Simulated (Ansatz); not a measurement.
`C[SiH]([AlH2])[GaH2]` + `CCN` → `CC[NH][AlH2]` + `C[SiH2][GaH2]` at 400 K and 1 bar (cleavage of the Al–Si bond).

Gas-phase electronic energies from Ansatz, PBE0-D4/def2-TZVP geometries. CCSD(T)/CBS is the MP2 limit (def2-TZVPP, def2-QZVPP) plus CCSD(T) − MP2 in def2-TZVPP, frozen cores. For Ga outer-core shells are correlated without core-valence functions, which leaves a few kJ/mol of doubt a bond. Scalar relativity is left out up to krypton. Each species was taken in one conformer, which may not be the lowest.

```
               species  CCSD(T)/CBS energy (Eh)  H − E (kJ/mol)  S (J/(mol·K))
`C[SiH]([AlH2])[GaH2]`              -2497.87188           232.9          454.5
                 `CCN`               -135.01652           265.7          294.1
        `CC[NH][AlH2]`               -377.65408           283.5          356.8
       `C[SiH2][GaH2]`              -2255.26778           206.5          379.0
```

H − E and S are ideal-gas, rigid-rotor, harmonic terms from PBE0-D4/def2-TZVP, for one conformer and one mirror image of each species. 1 Eh = 2625.50 kJ/mol, R = 8.31446 J/(mol·K).

Q: By hand: ΔE, ΔH, ΔS and ΔG.

A: ΔE = (-377.65408) + (-2255.26778) − (-2497.87188) − (-135.01652) = -0.03346 Eh = -87.8 kJ/mol. Δ(H − E) = 283.5 + 206.5 − 232.9 − 265.7 = -8.6, so ΔH = -96.4 kJ/mol. ΔS = 356.8 + 379.0 − 454.5 − 294.1 = -12.8 J/(mol·K). ΔG = -96.4 − 400 × (-12.8)/1000 = -91.3 kJ/mol.

Q: By hand: the equilibrium constant, and the temperature at which ΔG would vanish if ΔH and ΔS stayed fixed.

A: log₁₀ K = −ΔG/(RT ln 10) = 11.9. ΔG = 0 at ΔH/ΔS = 7531 K, far beyond where these terms or the molecules hold.

The number of gas molecules stays the same, so ΔS is small and ΔH decides. A doubt of 5 kJ/mol in ΔE shifts log₁₀ K by 0.7 here. Other conformers and mirror images would add mixing entropy, several J/(mol·K) or more a flexible species. Modes under 60 cm⁻¹, often nearly free rotors, make the harmonic entropy too high. These are equilibria of isolated gas molecules and say nothing of rates. Largest T1 diagnostic: 0.013 (customary marks: 0.02 for closed shells, 0.045 for open ones).
